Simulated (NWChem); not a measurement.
Molecule: AlNH$_{4}$O$_{2}$; SMILES [NH2][Al]([OH])[OH]

```xyz
8

Al    -0.0025    -0.0195     0.0000
O      1.1336    -1.2866     0.0000
H      2.0869    -1.2085     0.0000
O     -1.6568    -0.4108     0.0000
H     -1.9804    -1.3121     0.0000
N      0.4295     1.6911     0.0000
H     -0.2583     2.4352     0.0000
H      1.3636     2.0801     0.0000
```
Atoms are numbered in this order, from 1.

All runs: NWChem. The geometry was optimised at PBE0/def2-SVP.

Estimate the computed values for PBE/def2-TZVP. Quantities: highest occupied level (eV); orbital gap (eV); dipole (D).


```
Property                     Value
---------------------------  -----
highest occupied level (eV)  -5.86
orbital gap (eV)              4.85
dipole (D)                    1.61
```
